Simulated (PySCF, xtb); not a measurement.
In(Et)3 (C6H15In), SMILES C[CH2][In]([CH2]C)[CH2]C. Other conformers were not sampled.

Harmonic wavenumbers (cm⁻¹) from GFN2-xTB (xtb 6.7.1) at its own minimum, in rising order: 12, 22, 33, 50, 76, 79, 143, 185, 197, 202, 216, 238, 351, 400, 419, 541, 549, 602, 903, 907, 916, 959, 964, 971, 1051, 1053, 1056, 1164, 1166, 1184, 1218, 1219, 1222, 1402, 1404, 1405, 1454, 1456, 1458, 1486, 1491, 1495, 1497, 1500, 1502, 2905, 2910, 2910, 2917, 2919, 2925, 2951, 2952, 2953, 2974, 2978, 2980, 2982, 2988, 2992.

What does PySCF with PBE0-D3(BJ)/def2-SVP give at its own minimum? (The exact figures need the calculation; the answer reports its results.)

23, 28, 35, 57, 87, 96, 187, 216, 219, 234, 252, 262, 450, 470, 480, 557, 569, 630, 916, 917, 943, 953, 964, 966, 1055, 1062, 1064, 1188, 1190, 1195, 1238, 1241, 1245, 1390, 1393, 1395, 1431, 1431, 1435, 1460, 1467, 1473, 1477, 1478, 1481, 3029, 3031, 3032, 3050, 3051, 3053, 3097, 3100, 3101, 3108, 3109, 3112, 3131, 3136, 3138. Paired by order, the mean absolute difference is 50 cm⁻¹ and the zero-point energies are 117.3 and 120.9 kcal/mol.
